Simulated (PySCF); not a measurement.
Mg(Me)(OSiH3) (CH6MgOSi), SMILES [CH3][Mg][O][SiH3]. Atoms are numbered in the order given.

```xyz
10

Mg     0.0000     0.0000     1.1881
C      0.0000     0.0000     3.2681
H      0.5767    -0.8469     3.6764
H     -1.0218    -0.0760     3.6764
H      0.4451     0.9229     3.6764
O      0.0000     0.0000    -0.6184
Si     0.0000     0.0000    -2.2524
H     -0.8903    -1.0744    -2.8050
H      1.3756    -0.2339    -2.8050
H     -0.4853     1.3083    -2.8050
```
Charge 0, spin multiplicity 1.

Geometry optimised at PBE0-D3(BJ)/def2-SVP. The structure was generated by enumeration; whether it is a known compound was not checked. One conformer was computed; it need not be the lowest.

Calculation: B3LYP/def2-TZVP (PySCF).

Isolated molecule, no solvent.

Problem. Estimate the frontier levels, gap, dipole moment and polarisability. (The exact figures need the calculation; the answer reports its results.)

Solution. 
| Item | Value |
|---|---|
| highest occupied level | -7.34 eV |
| lowest empty level | -1.33 eV |
| orbital gap | 6.02 eV |
| dipole moment | 2.00 D |
| quadrupole, principal values (traceless, Buckingham form, about the centre of nuclear charge) | -11.31, 5.65, 5.65 D·Å |
| mean static polarisability | 66.5 bohr³ (9.86 Å³) |
| polarisability, principal values | 58.0, 58.0, 83.6 bohr³ |
